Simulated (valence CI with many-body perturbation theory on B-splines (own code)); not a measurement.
**E1 transitions of Zr³⁴⁺**

Calculated by configuration interaction combined with many-body perturbation theory (CI+MBPT): four valence electrons over a frozen Dirac-Fock core [He], radial functions for each j: 11 s, 11 p, 9 d, 7 f, 5 g, 2 h, 1 i, with the one-electron correlation potential Σ1, the two-electron term Σ2, the three-electron term Σ3, Breit, model QED; selected CI, second order for the rest (own B-spline code, finite nucleus).

No measured spectrum was set against this ion. As an estimate, large intervals hold to a few tenths of a per cent, small ones and those within an open d or f shell to about a per cent. Among the levels kept, up to 260 cm⁻¹ of a level comes from second order outside the variational space, and about a tenth of that is noise between levels of different J, which matters for small intervals.

Lines 1 to 50 of 235 in falling wavelength, among levels below 2900.6 eV, chosen from the strongest by gf and those to the six lowest levels. Wavelengths and rates use the calculated energies. Electric multipoles are in the length gauge, E1 and E2 with the static RPA response of the core. Weak lines are less certain than strong ones. Lines between different terms over intervals too small for the method are left out, as are lines whose strength nearly cancels. The highest levels of a list are the least certain.

Levels are named by their leading jj configuration (3d3/2^4 stands for four electrons in 3d with j = 3/2), which in mixed levels can hold well under half, so a name can repeat and another be missing. Letters in brackets count levels of one name in rising energy.

| λ vac (Å) | Upper | Lower | A (s⁻¹) | S (a.u.) with core polarisation | S without |
| --- | --- | --- | --- | --- | --- |
| 309.6 | (2s 2p3/2^2 3p1/2) J=3 | (2s 2p3/2^2 3s) J=2 | 1.14e+09 | 1.17e-01 | 1.17e-01 |
| 302.6 | (2s 2p1/2 2p3/2 3p1/2) J=3 | (2s 2p1/2 2p3/2 3s) J=3 | 1.29e+09 | 1.24e-01 | 1.24e-01 |
| 281.2 | (2s 2p1/2 2p3/2 3d5/2) J=4 [a] | (2s 2p1/2 2p3/2 3p3/2) J=3 [a] | 2.20e+09 | 2.17e-01 | 2.17e-01 |
| 278.3 | (2s 2p1/2 2p3/2 3d5/2) J=5 | (2s 2p1/2 2p3/2 3p3/2) J=4 | 2.95e+09 | 3.46e-01 | 3.46e-01 |
| 264.0 | (2s 2p1/2^2 3d5/2) J=3 | (2s 2p1/2^2 3p3/2) J=2 | 3.48e+09 | 2.21e-01 | 2.21e-01 |
| 255.8 | (2s^2 2p3/2 3p1/2) J=2 | (2s^2 2p3/2 3s) J=2 | 2.58e+09 | 1.06e-01 | 1.06e-01 |
| 254.2 | (2s^2 2p3/2 3d5/2) J=4 | (2s^2 2p3/2 3p3/2) J=3 | 3.45e+09 | 2.52e-01 | 2.52e-01 |
| 249.5 | (2s 2p1/2 2p3/2 3d5/2) J=3 [a] | (2s 2p1/2 2p3/2 3p3/2) J=2 [a] | 1.71e+09 | 9.15e-02 | 9.15e-02 |
| 248.8 | (2s 2p3/2^2 3p1/2) J=2 | (2s 2p3/2^2 3s) J=3 | 3.62e+09 | 1.38e-01 | 1.38e-01 |
| 247.7 | (2s^2 2p1/2 3d5/2) J=3 | (2s^2 2p1/2 3p3/2) J=2 | 3.85e+09 | 2.02e-01 | 2.02e-01 |
| 245.0 | (2s^2 2p3/2 3d5/2) J=3 | (2s^2 2p3/2 3p3/2) J=2 | 2.31e+09 | 1.17e-01 | 1.17e-01 |
| 239.2 | (2s 2p1/2 2p3/2 3d5/2) J=4 [b] | (2s 2p1/2 2p3/2 3p3/2) J=3 [b] | 3.91e+09 | 2.38e-01 | 2.38e-01 |
| 238.0 | (2s^2 2p1/2 3d5/2) J=2 | (2s^2 2p1/2 3p3/2) J=1 | 3.73e+09 | 1.24e-01 | 1.24e-01 |
| 236.9 | (2s 2p1/2 2p3/2 3d5/2) J=2 [a] | (2s 2p1/2 2p3/2 3p3/2) J=1 [a] | 2.76e+09 | 9.08e-02 | 9.08e-02 |
| 234.3 | (2s 2p3/2^2 3p1/2) J=3 | (2s 2p3/2^2 3s) J=3 | 2.73e+09 | 1.21e-01 | 1.21e-01 |
| 223.6 | (2s 2p1/2 2p3/2 3p1/2) J=2 [b] | (2s 2p1/2 2p3/2 3s) J=3 | 4.49e+09 | 1.24e-01 | 1.24e-01 |
| 222.8 | (2s 2p1/2 2p3/2 3d5/2) J=3 [b] | (2s 2p1/2 2p3/2 3p3/2) J=2 [b] | 3.34e+09 | 1.28e-01 | 1.28e-01 |
| 214.7 | (2s 2p1/2 2p3/2 3d3/2) J=3 [b] | (2s 2p1/2 2p3/2 3p3/2) J=2 [a] | 2.44e+09 | 8.35e-02 | 8.35e-02 |
| 209.9 | (2s 2p1/2 2p3/2 3p3/2) J=2 [b] | (2s 2p1/2 2p3/2 3s) J=2 [b] | 4.95e+09 | 1.13e-01 | 1.13e-01 |
| 207.6 | (2s 2p1/2^2 3p3/2) J=1 | (2s 2p1/2^2 3s) J=0 | 6.04e+09 | 8.00e-02 | 8.00e-02 |
| 198.7 | (2s 2p1/2 2p3/2 3p3/2) J=3 [c] | (2s 2p1/2 2p3/2 3s) J=2 [c] | 5.38e+09 | 1.46e-01 | 1.46e-01 |
| 194.1 | (2s 2p1/2 2p3/2 3p3/2) J=2 [a] | (2s 2p1/2 2p3/2 3s) J=1 [a] | 6.67e+09 | 1.20e-01 | 1.20e-01 |
| 192.1 | (2s 2p1/2 2p3/2 3d3/2) J=3 [a] | (2s 2p1/2 2p3/2 3p1/2) J=2 [a] | 4.81e+09 | 1.18e-01 | 1.18e-01 |
| 189.2 | (2s^2 2p3/2 3p3/2) J=3 | (2s^2 2p3/2 3s) J=2 | 9.29e+09 | 2.17e-01 | 2.17e-01 |
| 189.2 | (2s 2p1/2 2p3/2 3d3/2) J=4 | (2s 2p1/2 2p3/2 3p1/2) J=3 | 4.72e+09 | 1.42e-01 | 1.42e-01 |
| 188.2 | (2s 2p1/2 2p3/2 3p3/2) J=3 [b] | (2s 2p1/2 2p3/2 3s) J=2 [b] | 6.84e+09 | 1.58e-01 | 1.58e-01 |
| 186.2 | (2s 2p1/2 2p3/2 3p3/2) J=4 | (2s 2p1/2 2p3/2 3s) J=3 | 1.25e+10 | 3.58e-01 | 3.58e-01 |
| 185.9 | (2s 2p1/2^2 3d3/2) J=2 | (2s 2p1/2^2 3p1/2) J=1 | 7.41e+09 | 1.17e-01 | 1.18e-01 |
| 185.6 | (2s^2 2p3/2 3d3/2) J=3 | (2s^2 2p3/2 3p1/2) J=2 | 5.75e+09 | 1.27e-01 | 1.27e-01 |
| 184.9 | (2s 2p1/2 2p3/2 3p3/2) J=3 [c] | (2s 2p1/2^2 3d5/2) J=2 | 4.75e+09 | 1.04e-01 | 1.04e-01 |
| 184.4 | (2s 2p1/2 2p3/2 3d3/2) J=3 [c] | (2s 2p1/2 2p3/2 3p1/2) J=2 [c] | 8.24e+09 | 1.78e-01 | 1.78e-01 |
| 179.8 | (2s^2 2p1/2 3d3/2) J=2 | (2s^2 2p1/2 3p1/2) J=1 | 8.19e+09 | 1.17e-01 | 1.17e-01 |
| 179.4 | (2s 2p1/2 2p3/2 3p3/2) J=2 [d] | (2s 2p1/2 2p3/2 3s) J=1 [c] | 9.44e+09 | 1.35e-01 | 1.35e-01 |
| 178.7 | (2s 2p1/2 2p3/2 3p3/2) J=2 [c] | (2s 2p1/2 2p3/2 3s) J=1 [b] | 5.06e+09 | 7.14e-02 | 7.14e-02 |
| 177.8 | (2s 2p1/2 2p3/2 3p3/2) J=3 [a] | (2s 2p1/2 2p3/2 3s) J=2 [a] | 7.65e+09 | 1.48e-01 | 1.48e-01 |
| 175.6 | (2s 2p1/2^2 3p3/2) J=2 | (2s 2p1/2^2 3s) J=1 | 1.49e+10 | 1.99e-01 | 1.99e-01 |
| 175.3 | (2s^2 2p1/2 3p3/2) J=1 | (2s^2 2p1/2 3s) J=0 | 8.20e+09 | 6.55e-02 | 6.55e-02 |
| 173.5 | (2s^2 2p1/2 3p3/2) J=2 | (2s^2 2p1/2 3s) J=1 | 1.39e+10 | 1.79e-01 | 1.79e-01 |
| 162.3 | (2s 2p1/2 2p3/2 3p3/2) J=1 [c] | (2s 2p1/2 2p3/2 3s) J=1 [b] | 1.12e+10 | 7.07e-02 | 7.08e-02 |
| 162.1 | (2s^2 2p3/2 3p3/2) J=2 | (2s^2 2p3/2 3s) J=1 | 6.70e+09 | 7.04e-02 | 7.04e-02 |
| 154.7 | (2s 2p1/2 2p3/2 3p3/2) J=3 [b] | (2s 2p1/2 2p3/2 3s) J=3 | 7.90e+09 | 1.01e-01 | 1.01e-01 |
| 152.3 | (2s^2 2p3/2 3p3/2) J=2 | (2s^2 2p3/2 3s) J=2 | 6.98e+09 | 6.08e-02 | 6.09e-02 |
| 118.3 | (2s 2p1/2^2 2p3/2) J=2 | (2s^2 2p1/2 2p3/2) J=2 | 1.27e+09 | 5.21e-03 | 5.22e-03 |
| 106.5 | (2s 2p1/2^2 2p3/2) J=2 | (2s^2 2p1/2 2p3/2) J=1 | 2.62e+09 | 7.81e-03 | 7.83e-03 |
| 103.1 | (2s 2p1/2 2p3/2^2) J=3 | (2s^2 2p3/2^2) J=2 | 4.68e+09 | 1.77e-02 | 1.78e-02 |
| 87.27 | (2s 2p1/2 2p3/2^2) J=1 [b] | (2s^2 2p3/2^2) J=0 | 4.26e+09 | 4.19e-03 | 4.20e-03 |
| 81.79 | (2s 2p1/2^2 2p3/2) J=1 | (2s^2 2p1/2 2p3/2) J=2 | 6.44e+09 | 5.22e-03 | 5.23e-03 |
| 76.74 | (2s 2p1/2 2p3/2^2) J=2 [b] | (2s^2 2p3/2^2) J=2 | 3.74e+09 | 4.17e-03 | 4.18e-03 |
| 74.63 | (2p1/2 2p3/2^3) J=2 | (2s 2p3/2^3) J=2 | 3.81e+10 | 3.91e-02 | 3.92e-02 |
| 73.21 | (2s 2p1/2 2p3/2^2) J=1 [b] | (2s^2 2p3/2^2) J=2 | 3.77e+09 | 2.19e-03 | 2.20e-03 |
